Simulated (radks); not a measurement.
Results of a calculation; reference values are marked as such.
Valence configurations of neutral aluminium (all share [Ne]). Level of theory: scalar-relativistic Kohn-Sham, LDA (Slater exchange, Perdew-Wang correlation), spin-unpolarised, spherical densities, point nucleus (a radial shooting solver on a logarithmic mesh with Libxc functionals). Energies are relative to 3s2 3p1; eigenvalues in eV.

valence      E (eV)   e(3p)   e(3s)
3s2 3p1       0.000  -2.784  -7.830
3p3          10.505  -3.940       -
3s1 3p2       5.155  -3.406  -8.664
3s1.5 3p1.5   2.551  -3.109  -8.265

NIST lists [Ne] 3s2 3p1 as the ground configuration; this level of theory agrees among the configurations tried. The energies are those of spherical spin-averaged densities, not of single terms.
